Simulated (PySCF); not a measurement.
H2F2GeO2 (SMILES [OH][Ge]([OH])([F])[F]), singlet, at a GFN2-xTB geometry, with bond 7-3 at 1.4 times its length.

The PySCF input:
```python
from pyscf import gto, scf, mcscf, mrpt
import numpy

mol = gto.Mole()
mol.atom = '''
    O    -0.641105    1.546265   -0.320872
    Ge    0.022840    0.038323   -0.000841
    O     1.670887    0.181634    0.282939
    F    -0.292696   -1.061950   -1.279305
    F    -0.769685   -0.720649    1.318438
    H    -1.580830    1.604800   -0.501111
    H     2.374043   -0.927976    0.557835
'''
mol.basis = '6-31g'
mol.charge = 0
mol.spin = 0
mol.verbose = 4
mol.build()

mf = scf.RHF(mol)
mf.kernel()
mc = mcscf.CASCI(mf, 2, 2)
mc.fix_spin_(ss=0.0)
mc.kernel()
occ = numpy.linalg.eigvalsh(mc.fcisolver.make_rdm1(mc.ci, mc.ncas, mc.nelecas))[::-1]
ss = mc.fcisolver.spin_square(mc.ci, mc.ncas, mc.nelecas)[0]
print('natural occupations', occ.round(4), ' <S^2>', round(ss, 4))
e2 = mrpt.NEVPT(mc).kernel()
print('E(NEVPT2) = %.10f' % (mc.e_tot + e2))
```

Problem. Predict the SCF-reference HOMO-LUMO gap from CASCI(2,2)+NEVPT2/6-31G in PySCF.

Solution. 16.28 eV

Problem. Estimate the number of basis functions that CASCI(2,2)+NEVPT2/6-31G returns for this input.

Solution. 67

Problem. Predict the total energy from CASCI(2,2)+NEVPT2/6-31G.

Solution. -2425.5040 Eh

Problem. Give the SCF-reference Mulliken (on the basis functions themselves) charges in atom order at the level CASCI(2,2)+NEVPT2/6-31G.

Solution. O1 -0.91, Ge2 2.00, O3 -0.87, F4 -0.57, F5 -0.57, H6 0.47, H7 0.46
